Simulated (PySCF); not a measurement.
## Cu²⁶⁺: ionisation energy

Cu²⁶⁺ [He] 2s1 [2s1/2^1, M_J = 1/2] → Cu²⁷⁺ 1s2, as a difference of total energies. Calculation: PySCF 2.14, in an even-tempered Gaussian basis (17 s from 8.4 bohr⁻², ratio 2.4; 11 p from 11 bohr⁻², ratio 2.4; 5 d from 34 bohr⁻², ratio 2.6; 4 f from 50 bohr⁻², ratio 2.6); the two-component X2C-1e Hamiltonian. Correlated levels: nothing frozen; the 34 highest virtual spinors dropped. "Screened" scales the spin-orbit matrix elements by Boettger's factors to mimic the two-electron term; Breit and QED terms are absent.

```csv
method,ionisation energy (eV)
GHF (screened spin-orbit),2587.8
GMP2 (screened spin-orbit),2588.0
```

For comparison: 2587.0 eV (theoretical estimate listed by NIST; NIST Atomic Spectra Database, ionization energies).
